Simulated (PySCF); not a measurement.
Series: cyclic III–V and III–VI dimers. Gas-phase values, no solvent. Strings in code marks are SMILES. In the def2 sets, heavy atoms carry core potentials. All members: neutral, multiplicity 1. Level: CAM-B3LYP-D3(BJ)/def2-TZVP // CAM-B3LYP-D3(BJ)/def2-SVP (PySCF). Delta-SCF ions had no search for a lower state.  The removal energy is E(N − 1 electrons) − E(N electrons) at the parent's geometry; ε(HOMO) is measured against the vacuum level.

```
species                         −ε(HOMO) (eV)  vertical ionisation energy (Delta-SCF) (eV)
------------------------------  -------------  -------------------------------------------
`[SeH+]1[InH2-][SeH+][InH2-]1`           8.69                                         9.33
`[BH2-]1[SeH+][BH2-][SeH+]1`             8.91                                     withheld
`[GaH2-]1[SeH+][GaH2-][SeH+]1`           8.94                                         9.65
`[NH2+]1[GaH2-][NH2+][GaH2-]1`           9.23                                         9.99
`[BH2-]1[OH+][BH2-][OH+]1`               9.45                                        10.52
`[AlH2-]1[SH+][AlH2-][SH+]1`             9.57                                        10.34
```

**Question.** Fit vertical ionisation energy (Delta-SCF) = a + b·x to the 5 complete rows by least squares, with x = −ε(HOMO) in eV. Give a, b and the rms residual, and predict the withheld value.

**Answer.** Means of the 5 rows: x̄ = 9.176, ȳ = 9.966 eV. Σ(x − x̄)² = 0.52512 and Σ(x − x̄)(y − ȳ) = 0.68412, so b = 1.303 and a = ȳ − b·x̄ = -1.990 eV. The rms residual is 0.110 eV. At x = 8.91 the line gives 9.62 eV. The run for `[BH2-]1[SeH+][BH2-][SeH+]1` gave 9.74 eV, so the line is off by 0.12 eV, within twice the rms residual.

Codes: PySCF.
